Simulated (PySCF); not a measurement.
## Two-component Hartree-Fock for Ar⁺ (argon, charge +1)

Start: [Ne] 3s2 3p5; 3p1/2 filled at m_j = -1/2, +1/2; 3p3/2 filled at m_j = -1/2, +1/2, +3/2. Calculated with PySCF 2.14 in x2c-QZVPPall-2c (9s7p4d2f1g, 73 functions): generalised Hartree-Fock with the X2C-1e Hamiltonian and a Gaussian nucleus; one run each with spin-orbit coupling (SO) switched off, then screened by Boettger's factors.

| spinor shell | electrons | ε, spin-free (eV) | ε, screened SO (eV) | weight of nominal j (screened SO) | rms radius, screened SO (bohr) |
| --- | --- | --- | --- | --- | --- |
| 1s1/2 | 2 | -3254.8 | -3254.8 | 1.000 | 0.0991 |
| 2s1/2 | 2 | -351.65 | -351.62 | 1.000 | 0.446 |
| 2p1/2 | 2 | -274.46 | -276.22 | 0.993 | 0.415 |
| 3s1/2 | 2 | -46.847 | -46.838 | 0.999 | 1.48 |
| 3p1/2 | 2 | -28.462 | -28.480 | 0.637 | 1.69 |
| 3p3/2 | 3 | -28.462 | -28.461 | 0.758 | 1.69 |

**Question.** Where does 2p3/2 lie, and what is the 2p spin-orbit splitting (screened SO)?

**Answer.** At -273.56 eV, 2.666 eV above 2p1/2.

```csv
quantity,spin-free,screened SO
E (hartree),-528.09118,-528.09479
M_J,3/2,3/2
⟨J²⟩,3.761,3.761
⟨L²⟩,2.008,2.008
⟨S²⟩,0.753,0.753
```

Each row is a mean over spinors that exchange with the open shell spreads, by up to 3.846 eV (3s1/2).

Rows whose weight is well below 1 are mixtures of j = l ± 1/2: exchange outweighs spin-orbit coupling there, and the label is only the starting occupation.

Without spin-orbit coupling the j labels of p, d and f shells carry no meaning; the spin-free column gives the mean over the occupied spinors of each nl shell.
